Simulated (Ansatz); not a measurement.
`C#[C][AlH][CH3]` + HI → `[CH3][AlH][I]` + acetylene  (ligand exchange at the Al–C bond)

Isolated molecules relaxed with PBE0-D4/def2-TZVP in Ansatz; ΔE leaves out vibrations. CBS: MP2 limit from def2 TZ/QZ plus the TZ coupled-cluster correction, frozen cores. This one scheme is used for every species. DFT in def2-TZVPP. B3LYP here is the variant with VWN-RPA as its local correlation; programs differ in this. HSE06 is defined as in plane-wave codes. Elements past krypton have def2 core potentials. For I outer-core shells are correlated without core-valence functions, which leaves a few kJ/mol of doubt a bond.

`C#[C][AlH][CH3]`:

Cartesian coordinates in Å:
```
C 1.799 1.580 1.350
C 1.242 0.879 0.534
Al 0.357 -0.227 -0.752
C -1.433 -0.871 -0.354
H 2.291 2.197 2.067
H 1.139 -0.566 -2.086
H -1.422 -1.502 0.542
H -2.105 -0.036 -0.132
H -1.869 -1.453 -1.169
```

HI:

```xyz
2

I    -0.239    0.229   -0.734
H     0.239   -0.229    0.734
```

`[CH3][AlH][I]`:

Z-matrix (Å, degrees):
```
C
Al 1 1.940
H 1 1.091 2 112.7
H 1 1.095 2 110.3 3 121.2
H 1 1.095 2 110.3 3 -121.2
I 2 2.483 1 119.5 3 0.2
H 2 1.580 1 124.3 3 -179.8
```

`C#C`:

```xyz
4

C    -0.591   -0.096    0.006
C     0.591    0.096   -0.006
H    -1.642   -0.267    0.016
H     1.642    0.267   -0.016
```

(1) Is it downhill or uphill in electronic energy at CCSD(T)/CBS, and by how much? (An estimate is asked.)

(2) What do these levels give: LDA (SPW92), B3LYP-D4, CAM-B3LYP-D4, ωB97X-V, PBE, B3LYP, HSE06, CAM-B3LYP, MP2/def2-SVP, HF/def2-TZVPP, HF/CBS(def2), CCSD/CBS(def2)? (Estimate.)

Largest T1 diagnostic among the species: 0.013.

## Answers

(1) Computed: Downhill: ΔE = -99.6 kJ/mol.

(2) The calculation gave: LDA (SPW92) -95.7, B3LYP-D4 -92.4, CAM-B3LYP-D4 -92.2, ωB97X-V -95.6, PBE -94.2, B3LYP -91.5, HSE06 -99.2, CAM-B3LYP -91.5, MP2/def2-SVP -98.1, HF/def2-TZVPP -101.2, HF/CBS(def2) -100.6, CCSD/CBS(def2) -100.5 kJ/mol.

From r2SCAN to r2SCAN0 (25 % exact exchange), in def2-TZVPP and without D4, ΔE moves by −4.6 kJ/mol. At CCSD(T), def2-SVP lies +6.5 kJ/mol from the extrapolated value and def2-TZVPP +7.1 kJ/mol.
